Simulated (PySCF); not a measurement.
Screening by computed properties: pick the candidate that meets the target.

All species are isolated and taken at one optimised geometry, non-relativistic unless stated. Electronic properties by PySCF.

Dipoles, sizes and rotational constants follow the conformer. The torsions of the flexible species, by atom-mapped SMILES:
- `[CH2:1]=[CH:2][CH2:3][Si@H:4]([SH:5])[N:6]([SiH3:7])[SiH3:8]`: C1–C2–C3–Si4 -101°, C2–C3–Si4–S5 43°, C3–Si4–N6–Si7 171°, H–S5–Si4–C3 -7°
- `[CH3:1][c:2]1[c:3]([Cl:4])[cH:5][s:6][c:7]1[C:8](=[O:9])[F:10]`: S6–C7–C8–O9 180°
- `[CH3:1][P:2]([PH2:3])[C:4]([CH3:5])([CH3:6])[CH3:7]`: C1–P2–C4–C5 -161°, H–P3–P2–C1 -68°, H–P3–P2–C1 -159°
- `[CH3:1][C@:2]([SiH3:3])([C:4](=[S:5])[CH2:6][F:7])[CH:8]1[CH2:9][CH2:10]1`: C1–C2–C4–S5 20°, C2–C4–C6–F7 -40°, C1–C2–C8–C9 56°
- `[CH3:1][CH2:2][C@:3]1([F:4])[CH2:5][CH:6]=[C:7]1[SiH2:8][S:9][CH3:10]`: C1–C2–C3–F4 62°, C6–C7–Si8–S9 -24°, C7–Si8–S9–C10 -179°
- `[OH:1][OH:2]`: H–O1–O2–H 180°

The conformers of `CC(C)[C@@H]1CCC[S@@+]1C` aren't listed.

Task: Wanted: HOMO energy between -7.6 eV and -7 eV (PBE0/pcSseg-1) and HOMO–LUMO gap above 5.9 eV (PBE0/pcSseg-1), at GFN2-xTB geometries. Which candidate meets both?
A. `CP(P)C(C)(C)C`
B. `C[C@]([SiH3])(C(=S)CF)C1CC1`
C. `Cc1c(Cl)csc1C(=O)F`
D. `C[C@H]1[SiH2]C=C1C#CC(F)F`
E. `CC[C@]1(F)CC=C1[SiH2]SC`
F. `C1[S@+]([C@H](C(C)C)CC1)C`
G. `C=CC[Si@H](S)N([SiH3])[SiH3]`

Result: G. Computed values:
```
                     species  HOMO energy  HOMO–LUMO gap
   C1[S@+]([C@H](C(C)C)CC1)C    -13.18 eV        8.63 eV
          Cc1c(Cl)csc1C(=O)F     -7.63 eV        5.30 eV
   C[C@H]1[SiH2]C=C1C#CC(F)F     -7.49 eV        5.81 eV
C=CC[Si@H](S)N([SiH3])[SiH3]     -7.18 eV        6.97 eV
     CC[C@]1(F)CC=C1[SiH2]SC     -6.75 eV        6.04 eV
 C[C@]([SiH3])(C(=S)CF)C1CC1     -6.41 eV        4.20 eV
               CP(P)C(C)(C)C     -6.19 eV        6.56 eV
```

Task: Wanted: dipole moment between 0.4 D and 1.4 D (PBE0/pcSseg-1) and smallest rotational constant above 0.5 GHz (GFN2-xTB), at GFN2-xTB geometries. Which candidate meets both?
A. `C(C)(C)(C)P(P)C` (C5H14P2)
B. `OO` (H2O2)
C. `C=CC[Si@H](S)N([SiH3])[SiH3]` (C3H13NSSi3)
D. `FC(C#CC1[C@H]([SiH2]C=1)C)F` (C7H8F2Si)

Result: A. Computed values:
```csv
species,dipole moment,smallest rotational constant
OO (H2O2),0.00 D,25.752 GHz
C(C)(C)(C)P(P)C (C5H14P2),0.84 D,1.150 GHz
C=CC[Si@H](S)N([SiH3])[SiH3] (C3H13NSSi3),2.04 D,0.530 GHz
FC(C#CC1[C@H]([SiH2]C=1)C)F (C7H8F2Si),2.65 D,0.402 GHz
```
